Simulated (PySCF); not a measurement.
## `COc1conc1F` in a uniform electric field

Species: C₄H₄FNO₂.
SMILES with atom numbers: `[CH3:1][O:2][c:3]1[cH:4][o:5][n:6][c:7]1[F:8]` (hydrogens: H9, H10, H11 on C1; H12 on C4)

Cartesian coordinates in Å at the GFN2-xTB level; atoms count from 1:
```
atom  x, y, z in Å
C1     1.9432    0.0375   -0.1039
O2     0.8095    0.8346   -0.3709
C3    -0.3770    0.2717   -0.0932
C4    -0.7275   -0.9514    0.4110
O5    -2.0695   -1.0318    0.5017
N6    -2.6261    0.1093    0.0698
C7    -1.6506    0.8938   -0.2855
F8    -1.8601    2.1048   -0.7592
H9     2.0016   -0.2170    0.9585
H10    1.9251   -0.8829   -0.6951
H11    2.8039    0.6396   -0.3872
H12   -0.1712   -1.8090    0.7279
```

Level: PBE0/def2-SVPD (PySCF); nuclei fixed, core orbitals frozen in the response. Permanent dipole (4.267, -1.731, 0.500) D (1 au = 2.5417 D). Static polarisability (au):

```
x   73.24 -1.05 -0.99
y   -1.05 60.90 -7.71
z   -0.99 -7.71 44.60
```

Only the terms in μ and α are kept: μ(F) = μ + αF and ΔE = −μ·F − ½ F·αF.

Problem. What do fields of 0.411 V/Å (0.008 au) along the six axis directions do?

Solution. 
```
field along  induced x (D)  induced y (D)  induced z (D)  total size (D)  −μ·F (kJ/mol)  −½F·αF (kJ/mol)
         +x          1.489         -0.021         -0.020           6.036        -35.261           -6.153
         −x         -1.489          0.021          0.020           3.303        +35.261           -6.153
         +y         -0.021          1.238         -0.157           4.288        +14.304           -5.117
         −y          0.021         -1.238          0.157           5.257        -14.304           -5.117
         +z         -0.020         -0.157          0.907           4.856         -4.132           -3.747
         −z          0.020          0.157         -0.907           4.585         +4.132           -3.747
```

Problem. For the field (0.0032, -0.0032, 0.0072) au, what is the induced dipole, and what angle does it make with the field?

Solution. αF = (0.586, -0.645, 0.871) D, at 13.0° to the field. The polarisability along this direction, F·αF/F², is 55.54 au, against a mean of 59.58 au.

Problem. Which field along μ doubles the dipole in that direction (linear response)?

Solution. The polarisability along the dipole is 72.33 au, so F = 1.8223 au / 72.33 au = 0.0252 au = 1.30 V/Å; higher-order terms are ignored.

Problem. What field makes μF equal to kT at 200 K?

Solution. kT = 0.6334 × 10⁻³ Eh, so F = 0.000348 au = 1.79 MV/cm.

Problem. A unit point charge sits 18 Å away. Estimate the induction energy −αe²/2R⁴ with the mean polarisability, treating the molecule as a point.

Solution. R = 34.02 bohr, so the energy is −59.6/(2 × 34.02⁴) Eh = -0.0584 kJ/mol. The charge–dipole term at its most favourable orientation, −μe/R², is -4.14 kJ/mol.

Geometry: GFN2-xTB, one conformer, isolated molecule.
